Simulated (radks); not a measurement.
Nd7+, configuration [Kr] 4d10 4f2 5s2 5p3. Calculated with a radial shooting solver on a logarithmic mesh with Libxc functionals: scalar-relativistic Kohn-Sham, BLYP, spin-polarised, spherical densities, finite nucleus; open shells are filled with parallel spins first (spin-orbit coupling, left out, can overturn this in heavy ions); Fermi nuclear charge, rms radius 4.9123 fm. Some entries of the table are withheld. Estimate them.

| orbital | occ. | eigenvalue (eV) | <r> (bohr) | r(max) (bohr) |
|---|---|---|---|---|
| 1s up | 1 | -43506.71 | 0.02363 | 0.01510 |
| 1s down | 1 | -43506.44 | 0.02363 | 0.01510 |
| 2s up | 1 | -7124.033 | 0.1010 | 0.08550 |
| 2s down | 1 | -7123.882 | 0.1010 | 0.08550 |
| 2p up | 3 | -6380.226 | 0.08879 | 0.06891 |
| 2p down | 3 | -6379.988 | 0.08879 | 0.06892 |
| 3s up | 1 | -1627.864 | 0.2664 | 0.2438 |
| 3s down | 1 | -1626.922 | 0.2663 | 0.2438 |
| 3p up | 3 | -1393.262 | 0.2646 | 0.2388 |
| 3p down | 3 | -1392.292 | 0.2644 | 0.2387 |
| 3d up | 5 | -1067.395 | 0.2418 | 0.1961 |
| 3d down | 5 | -1066.593 | 0.2417 | 0.1960 |
| 4s up | 1 | -405.7726 | 0.6041 | 0.5637 |
| 4s down | 1 | -403.3860 | 0.6040 | 0.5638 |
| 4p up | 3 | -328.4069 | 0.6382 | 0.5877 |
| 4p down | 3 | -326.0120 | 0.6377 | 0.5878 |
| 4d up | 5 | -218.2206 | 0.6946 | (1) |
| 4d down | 5 | -215.7261 | 0.6930 | (2) |
| 5s up | 1 | -129.0098 | 1.337 | 1.255 |
| 5s down | 1 | -124.8738 | 1.341 | 1.251 |
| 5p up | 3 | -106.5838 | 1.471 | 1.374 |
| 5p down | 0 | -102.5822 | 1.485 | 1.375 |
| 4f up | 2 | (3) | 0.8512 | 0.6286 |
| 4f down | 0 | (4) | 0.8441 | 0.6271 |

Answer. 
(1) 4d up r(max) (bohr): 0.6141
(2) 4d down r(max) (bohr): 0.6140
(3) 4f up eigenvalue (eV): -99.3143
(4) 4f down eigenvalue (eV): -96.3930
